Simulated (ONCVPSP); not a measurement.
Varying the ONCV potential for promethium (Pm)

Base potential:

```json
{
 "Element": "promethium (Pm)",
 "Generator": "ONCVPSP 4.0.1",
 "Type": "optimised norm-conserving Vanderbilt (ONCV)",
 "Functional": "PBE",
 "Relativity": "scalar-relativistic",
 "Frozen core": "[Xe]",
 "Valence charge": "7",
 "Reference configuration": "4f5 6s2",
 "Partial waves": "6s: rc 3.60 bohr, ncon 3, nbas 7, qcut 2 1/bohr, 2 projectors, debl 2.3 Ha; p scattering state at 0.44 Ha: rc 3.05 bohr, ncon 4, nbas 8, qcut 2.3 1/bohr, 3 projectors, debl 1 Ha; d scattering state at 0.12 Ha: rc 2.75 bohr, ncon 4, nbas 9, qcut 4 1/bohr, 1 projector; 4f: rc 1.55 bohr, ncon 4, nbas 9, qcut 9.7 1/bohr, 3 projectors, debl 1.8 Ha",
 "Local potential": "polynomial inside 1.40 bohr (lpopt 5, dvloc0 3 Ha)",
 "Core correction": "polynomial model core, fcfact 0.25"
}
```

In the d channel the program set the typed energies aside and used 0.050 Ha.

Cutoffs, loose and tight: the cutoffs (Ha) at which the residual kinetic energy of the hardest occupied pseudo-wave falls to 1 and 0.1 mHa per electron. They do not see the model core or the augmentation charge, which bear on the density cutoff. Test errors are all-electron minus pseudo excitation energies from the reference, over the configurations 4f5 6s1; 4f5 6s0; 4f4 6s0; 4f5 6s1 6p1. A dash means not determined; rows that change the core or the reference have their own tests.

A true bound ghost makes a file unfit for plane-wave use even where its test errors are small: the radial tests pick states by their node count and pass the ghost by.

| change | outcome | cutoff, loose | cutoff, tight | bound ghosts | GHOST(+) flags above zero | largest test error (meV) |
| --- | --- | --- | --- | --- | --- | --- |
| base | generated, projector energies reset by the program | 45 Ha | 132 Ha | s, p | s, p | tests left out (the all-electron energies of this program are off by 10 to 40 meV for near-neutral 4f atoms) |
| core correction polynomial model core, fcfact 0.74 | generated, projector energies reset by the program | 45 Ha | 132 Ha | s, p | s, p | tests left out (the all-electron energies of this program are off by 10 to 40 meV for near-neutral 4f atoms) |
| p: qcut 1.5 | generated, projector energies reset by the program | 45 Ha | 132 Ha | s, p | s, p | tests left out (the all-electron energies of this program are off by 10 to 40 meV for near-neutral 4f atoms) |
| all radii but the core radius scaled by about 1.07 (s 3.84, p 3.26, d 2.94, f 1.66 bohr); local potential polynomial inside 1.50 bohr (lpopt 5, dvloc0 3 Ha) | generated, projector energies reset by the program | 42 Ha | 54 Ha | p, s | s, p | tests left out (the all-electron energies of this program are off by 10 to 40 meV for near-neutral 4f atoms) |
| s: nproj 3 | generated, projector energies reset by the program | 45 Ha | 132 Ha | p | s, p | tests left out (the all-electron energies of this program are off by 10 to 40 meV for near-neutral 4f atoms) |
| core [Kr], valence charge 25; reference 4d10 4f5 5s2 5p6 5d0.5 6s1.5; waves now 5s+6s: rc 2.65 bohr, ncon 4, nbas 8, qcut 4.5 1/bohr, 2 projectors; 5p: rc 2.20 bohr, ncon 4, nbas 8, qcut 6.2 1/bohr, 3 projectors, debl 2.9 Ha; 4d+5d: rc 1.05 bohr, ncon 5, nbas 9, qcut 16.9 1/bohr, 2 projectors; 4f: rc 1.70 bohr, ncon 3, nbas 7, qcut 10 1/bohr, 2 projectors, debl 0.7 Ha; local potential polynomial inside 0.95 bohr (lpopt 4, dvloc0 4 Ha) | failed: sratom123: lschfb convergence ERROR n,l,iter= 4 3 4 | – | – | – | – | – |

Question: What comes out with this change to the base: reference 4f5 6s1.75?

Answer: outcome: generated, projector energies reset by the program; cutoff, loose: 45 Ha; cutoff, tight: 122 Ha; bound ghosts: s, p; GHOST(+) flags above zero: s, p; largest test error (meV): tests left out (the all-electron energies of this program are off by 10 to 40 meV for near-neutral 4f atoms).
